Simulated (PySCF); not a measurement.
Computed properties of Cl2FH5Si3, SMILES F[SiH2][SiH2][SiH](Cl)Cl

Cl2FH5Si3, SMILES F[SiH2][SiH2][SiH](Cl)Cl. Coordinates come from a B3LYP-D3(BJ)/def2-SVP optimisation. The structure was generated by enumeration, and PubChem lists no compound with its InChIKey, so it may never have been made. Other conformers were not sampled. All values are computed for the isolated molecule unless a solvent is named; none is compared with measurement here.

**Structure.** All 27 harmonic modes at B3LYP-D3(BJ)/def2-SVP (PySCF) are real, so it is a minimum. With heavy atoms numbered as in [SiH2:1]([F:2])[SiH2:3][SiH:4]([Cl:5])[Cl:6], the shortest bond between them is Si1–F2 at 1.635 Å and the longest Si1–Si3 at 2.353 Å.

**Vibrations.** The strongest infrared lines (harmonic, unscaled, degenerate partners summed) lie at 891 cm⁻¹ (244 km/mol, H 80 %, Si 14 %), 661 cm⁻¹ (203 km/mol, H 86 %, Si 13 %), 2250 cm⁻¹ (137 km/mol, H 96 %). The softest mode is at 26 cm⁻¹ and the zero-point energy is 31.5 kcal/mol.

**Electronic structure.** PBE0/def2-TZVP (PySCF) places the frontier levels at -8.19 and -1.28 eV, a gap of 6.91 eV, and gives a dipole moment of 0.79 D and a mean polarisability of 105.3 bohr³. PBE/def2-TZVP (PySCF) at the same geometry gives -7.02 and -2.10 eV, so its gap is 1.99 eV narrower. An orbital gap is neither the optical nor the fundamental gap.

**Excitations.** TDDFT-PBE0/def2-SVPD (PySCF) has S1 at 5.88 eV (211 nm, f = 0.087, bright); the most intense of the 10 singlets computed lies at 7.16 eV (f = 0.10). T1 (TDA) is at 5.08 eV. TDDFT-PBE/def2-SVPD (PySCF) puts S1 at 5.32 eV. No vertical singlet excitation falls in the visible range (under 3.1 eV).

**NMR.** GIAO shifts at PBE0/pcSseg-1 (PySCF) (non-relativistic, atoms alike by connectivity averaged): ¹H from 4.1 to 6.5 ppm against TMS; ²⁹Si from -98.7 to 36.2 ppm against TMS; ¹⁹F at -252.9 ppm against CFCl3. Without spin–orbit terms, shifts of atoms bonded to Cl or Br come out too high.

**Solvation.** SMD-M06-2X/def2-SVP (PySCF) gives 1.1 kcal/mol in water, -4.3 kcal/mol in acetone, -3.6 kcal/mol in benzene (1 M in both phases, gas-phase geometry); of these solvents acetone holds the molecule best.
